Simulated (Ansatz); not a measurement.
Geometry optimisation, RKS LDA/def2-SVP (Ansatz 0.2.0).

Input file:

```yaml
crystal:
  periodic: [false, false, false]
  atoms:
    - { symbol: "N", position_ang: [-0.6326, 1.4752, 0.0678] }
    - { symbol: Sn, position_ang: [0.2017, -0.3327, 0.2461] }
    - { symbol: O, position_ang: [1.243, -0.7173, -1.3877] }
    - { symbol: F, position_ang: [-1.0949, -1.6762, 0.4527] }
    - { symbol: H, position_ang: [-1.2761, 1.6478, 0.8845] }
    - { symbol: H, position_ang: [-1.3281, 1.475, -0.763] }
    - { symbol: H, position_ang: [1.33343, 0.15343, -1.85003] }
    - { symbol: H, position_ang: [1.7021, -1.5971, -1.2119] }
basis:
  gaussian: { orbitals: def2-SVP }
hamiltonian:
  xc: lda
relax:
  f_tol: 0.02
  max_steps: 50
```

Launched with:

```bash
$ ansatz run input.yaml --threads 2 --pin off --max-ram 3072MiB --backend cpu --events-out ev --progress --plain --runs-dir out
```

Question: Where does it end, and by what steps?

Answer: The run converged. After 30 steps the energy has fallen by 3.535 eV; H7 moved furthest, 1.53 Å. Parted: O3–H7. Joined: N1–H7.

```
step  energy less start (eV)  largest force component (eV/Å)  accepted
   0                  0.0000                           6.282       yes
   2                 -2.0222                           1.277       yes
   4                 -2.4795                           0.491       yes
   6                 -2.6351                           0.644       yes
   8                 -2.8547                           0.716       yes
  10                 -3.0330                           0.661       yes
  12                 -3.1081                           0.208       yes
  14                 -3.1949                           1.207       yes
  16                 -3.4166                           0.835       yes
  18                 -3.4634                           0.835       yes
  20                 -3.4896                           0.444       yes
  22                 -3.5184                           0.257       yes
  24                 -3.5316                           0.283       yes
  26                 -3.5339                           0.080       yes
  28                 -3.5344                           0.025       yes
  30                 -3.5354                           0.010       yes
```

```xyz
8
Properties=species:S:1:pos:R:3
N -0.429 1.055 -0.289
Sn 0.402 -0.813 0.758
O 1.305 -0.621 -1.069
F -1.372 -1.371 0.024
H -0.502 2.045 -0.025
H -1.346 0.609 -0.485
H 0.210 0.870 -1.099
H 1.880 -1.346 -1.377
```

Run time: 39 s on 2 threads of Arm Neoverse V1 (shared host), peak memory 0.14 GiB.
